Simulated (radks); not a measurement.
Mg3+, configuration [He] 2s2 2p5.

Method: Dirac Kohn-Sham, PBE, spin-unpolarised, spherical densities, finite nucleus; open shells fill j = l - 1/2 first; Fermi nuclear charge, rms radius 3.057 fm; computed with a radial shooting solver on a logarithmic mesh with Libxc functionals.

Energy parts (eV):
total: -5345.829
kinetic: 5355.709
electron-nucleus: -12383.502
Hartree: 2090.112
exchange-correlation: -408.149

Orbitals (lengths in bohr, moments of r in powers of bohr; <r^-3> diverges for s and p1/2):
| orbital | occ. | eigenvalue (eV) | <r^-3> | <r> |
|---|---|---|---|---|
| 1s1/2 | 2 | -1317.093 | - | 0.1306 |
| 2s1/2 | 2 | -129.0218 | - | 0.6714 |
| 2p1/2 | 2 | -96.4141 | - | 0.6404 |
| 2p3/2 | 3 | -96.0907 | 28.31 | 0.6423 |

The highest occupied level is 2p3/2 at -96.091 eV. The electron density at the nucleus is 1163 e/bohr^3. Summed over all electrons, <r^2> = 3.715 bohr^2, which gives a Langevin (diamagnetic) susceptibility term of -2.94 x 10^-6 cm^3/mol.
